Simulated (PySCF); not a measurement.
An equivalent PySCF input for F⁺ (fluorine, charge +1), [He] 2s2 2p4, high-spin 3P determinant, with no relativity, point nucleus:

```python
from pyscf import gto, scf, dft, mp, cc
import basis_set_exchange as bse
mol = gto.M(atom="F 0 0 0", charge=1, spin=2, symmetry="D2h",
            basis=gto.basis.parse(bse.get_basis("def2-TZVP", elements=["F"], fmt="nwchem", header=False)))
mf = dft.UKS(mol, xc="B88,P86")
mf.irrep_nelec = {'Ag': (2, 2), 'B1u': (1, 0), 'B2u': (1, 1), 'B3u': (1, 0)}
mf.kernel()
```

It reaches the same state as the run whose output follows, with an energy that differs only through the grid. The run itself started from symmetry-adapted Hartree-Fock orbitals and held the occupation by maximum overlap, on a logarithmic radial grid, so the iterations belong to that start.

```
SCF conv_tol = 1e-09
number electrons alpha = 5  beta = 3
XC functionals = B88,P86
    A. D. Becke.,  Phys. Rev. A 38, 3098 (1988)
    J. P. Perdew.,  Phys. Rev. B 33, 8822 (1986)
cycle= 1 E= -99.1095695790127  delta_E= -0.00589  |g|= 0.00931  |ddm|= 0.0807
cycle= 2 E= -99.1095917603997  delta_E= -2.22e-05  |g|= 0.00281  |ddm|= 0.00466
cycle= 3 E= -99.1095932631675  delta_E= -1.5e-06  |g|= 0.00146  |ddm|= 0.00166
cycle= 4 E= -99.1095937857924  delta_E= -5.23e-07  |g|= 3.87e-05  |ddm|= 0.000586
cycle= 5 E= -99.109593786279  delta_E= -4.87e-10  |g|= 2.31e-06  |ddm|= 2.11e-05
converged SCF energy = -99.109593786279  <S^2> = 2.0017661  2S+1 = 3.0011772
```
